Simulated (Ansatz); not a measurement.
A nudged elastic band was laid between two geometries of AlCl3FGeH3O (10 atoms, charge 0, multiplicity 1).

All numbers below come from Ansatz 0.2.0, RKS PBE/def2-SVP.

* movable images: 7
* climbing image: yes
* spring: 5.0 eV/Å²
* optimiser: quadratic models (default)
* start path: through a guess of the saddle point
* force threshold: 0.03 eV/Å
* iteration limit: 60
* end points: relaxed

First end point:

```xyz
10
Properties=species:S:1:pos:R:3
Ge -0.176 0.315 0.218
F 0.230 0.852 1.850
Cl 1.476 -0.977 -0.215
Cl -0.350 2.192 -0.799
Cl -1.461 -0.804 -1.853
O -1.741 -0.461 0.910
Al -3.001 -1.312 -0.287
H -3.022 -2.867 0.061
H -4.293 -0.382 -0.367
H -1.798 -0.293 1.875
```

Last end point:

```xyz
10
Properties=species:S:1:pos:R:3
Ge -0.445 0.101 -0.152
F -0.142 0.675 2.127
Cl 1.434 -0.920 -0.105
Cl -0.295 2.171 -0.667
Cl -1.468 -0.810 -2.025
O -1.792 -0.470 0.843
Al -3.055 -1.328 -0.179
H -3.033 -2.913 -0.033
H -4.345 -0.444 -0.479
H -0.998 0.200 2.063
```

What changes between the two ends?

Bonds broken: Ge1–F2, O6–H10. Bonds formed: F2–H10. AlCl3FGeH3O becomes AlCl3GeH2O + FH.

Give the energies along the band, and the barrier.

The run converged. The highest image is number 6 of 0 to 8, 16.5 kcal/mol above the first end and 1.2 kcal/mol above the last; the last end lies 15.3 kcal/mol above the first. A vibrational analysis at the climbing image gives one clearly imaginary mode, 411i cm⁻¹: a first-order saddle point. The orbitals stay closed-shell, which can raise the energy where a bond breaks towards radicals; this wasn't checked here.

| image | path coordinate (Å) | energy (kcal/mol) | Ge1–F2 (Å) | O6–H10 (Å) | F2–H10 (Å) |
| --- | --- | --- | --- | --- | --- |
| 0 | 0.00 | 0.0 | 1.77 | 0.98 | 2.33 |
| 1 | 0.18 | 0.4 | 1.77 | 0.98 | 2.14 |
| 2 | 0.36 | 2.1 | 1.79 | 0.99 | 1.92 |
| 3 | 0.53 | 5.2 | 1.83 | 1.00 | 1.70 |
| 4 | 0.71 | 9.7 | 1.89 | 1.04 | 1.49 |
| 5 | 0.89 | 14.6 | 1.98 | 1.14 | 1.29 |
| 6 | 1.07 | 16.5 | 2.08 | 1.29 | 1.12 |
| 7 | 1.26 | 15.8 | 2.22 | 1.46 | 1.02 |
| 8 | 1.45 | 15.3 | 2.37 | 1.60 | 0.98 |

What is the geometry of the highest image?


```xyz
10
Properties=species:S:1:pos:R:3
Ge -0.364 0.147 -0.035
F -0.196 0.681 1.970
Cl 1.462 -0.967 -0.055
Cl -0.225 2.166 -0.731
Cl -1.436 -0.827 -1.915
O -1.803 -0.438 0.897
Al -3.045 -1.313 -0.169
H -3.034 -2.891 0.036
H -4.332 -0.424 -0.469
H -1.164 0.128 1.862
```

What are the harmonic wavenumbers there?

411i, 48, 96, 113, 145, 157, 188, 211, 243, 317, 368, 384, 401, 459, 522, 551, 651, 738, 815, 972, 1006, 1849, 1901, 1914 cm⁻¹.

Time of the run: 9.1 min on 4 threads of Arm Neoverse V1, with other jobs on the host, peak memory 0.25 GiB.
